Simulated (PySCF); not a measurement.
**Assignment exercise: C8H12**

Structure with atom numbers: `[CH:1]1=[CH:2]\[CH2:3][CH2:4]/[CH:5]=[CH:6]\[CH2:7][CH2:8]/1`; H(Xn) means a hydrogen on atom n.

Theoretical values (PySCF 2.14.0 with density-fitted response routines): structure optimised with PBE0-D3(BJ)/def2-SVP, shielding tensors at PBE0/pcSseg-1 (GIAO). Fast rotation and ring inversion assumed for equivalent nuclei, one computed conformer, isolated molecule, relativity neglected.

Referencing at the same level of theory: ¹³C and ¹H against TMS.

Question: Assign these signals to the numbered atoms. ¹³C{¹H} NMR (computed): δ 144.0, 32.1.

Answer: 
| δ (ppm) | atoms | environment | reason |
| --- | --- | --- | --- |
| 144.0 | C1/C2/C5/C6 | alkene CH | the olefinic region |
| 32.1 | C3/C4/C7/C8 | allylic sp3 CH2 | aliphatic region, no heteroatom directly attached |

Question: Assign these signals to the numbered atoms. ¹H NMR (400 MHz, computed): δ 6.29 (m, 4H), 1.96 (m, 8H).

Answer: 
| δ (ppm) | atoms | environment | reason |
| --- | --- | --- | --- |
| 6.29 | H(C1)/H(C2)/H(C5)/H(C6) | hydrogen on an alkene CH | olefinic region |
| 1.96 | H(C3)/H(C4)/H(C7)/H(C8) | hydrogen on an allylic sp3 CH2 | allylic position |

Shifts are as computed. Against solution values, carbons near 30 ppm lie about +2 ppm off and those near 130 ppm about +5 ppm. Of 1211 compounds with measured shifts, 218 miss one by over three times the rms of a fit or turn the order of signals round; such compounds aren't used in these exercises. No couplings were computed; multiplicities are counted from neighbouring protons, with m where these are inequivalent, close in shift, in a saturated or five-membered ring or joined by F or P, and br s for small geminal =CH2 splittings.
